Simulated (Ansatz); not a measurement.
`F[SiH2][SbH2]` + H₂Te → `[SbH2][TeH]` + `F[SiH3]` at 700 K and 1 bar (cleavage of the Sb–Si bond).

Computed with Ansatz on PBE0-D4/def2-TZVP structures; ΔE is electronic, products minus reactants. CBS: MP2 limit from def2 TZ/QZ plus the TZ coupled-cluster correction, frozen cores. This one scheme is used for every species. Elements past krypton have def2 core potentials. For Sb, Te outer-core shells are correlated without core-valence functions, which leaves a few kJ/mol of doubt a bond.

```json
{"species": "`F[SiH2][SbH2]`", "CCSD(T)/CBS energy (Eh)": "-631.33896", "H − E (kJ/mol)": "147.7", "S (J/(mol·K))": "416.8"}
{"species": "H₂Te", "CCSD(T)/CBS energy (Eh)": "-268.91024", "H − E (kJ/mol)": "57.2", "S (J/(mol·K))": "261.6"}
{"species": "`[SbH2][TeH]`", "CCSD(T)/CBS energy (Eh)": "-509.54647", "H − E (kJ/mol)": "99.1", "S (J/(mol·K))": "377.9"}
{"species": "`F[SiH3]`", "CCSD(T)/CBS energy (Eh)": "-390.72345", "H − E (kJ/mol)": "108.4", "S (J/(mol·K))": "291.4"}
```

H − E and S are ideal-gas, rigid-rotor, harmonic terms from PBE0-D4/def2-TZVP, for one conformer and one mirror image of each species. 1 Eh = 2625.50 kJ/mol, R = 8.31446 J/(mol·K).

Task: By hand: ΔE, ΔH, ΔS and ΔG.

Result: ΔE = (-509.54647) + (-390.72345) − (-631.33896) − (-268.91024) = -0.02072 Eh = -54.4 kJ/mol. Δ(H − E) = 99.1 + 108.4 − 147.7 − 57.2 = 2.6, so ΔH = -51.8 kJ/mol. ΔS = 377.9 + 291.4 − 416.8 − 261.6 = -9.1 J/(mol·K). ΔG = -51.8 − 700 × (-9.1)/1000 = -45.4 kJ/mol.

Task: By hand: the equilibrium constant, and the temperature at which ΔG would vanish if ΔH and ΔS stayed fixed.

Result: log₁₀ K = −ΔG/(RT ln 10) = 3.4. ΔG = 0 at ΔH/ΔS = 5692 K, far beyond where these terms or the molecules hold.

The number of gas molecules stays the same, so ΔS is small and ΔH decides. A doubt of 5 kJ/mol in ΔE shifts log₁₀ K by 0.4 here. Other conformers and mirror images would add mixing entropy, several J/(mol·K) or more a flexible species. These are equilibria of isolated gas molecules and say nothing of rates. Largest T1 diagnostic: 0.013 (customary marks: 0.02 for closed shells, 0.045 for open ones).
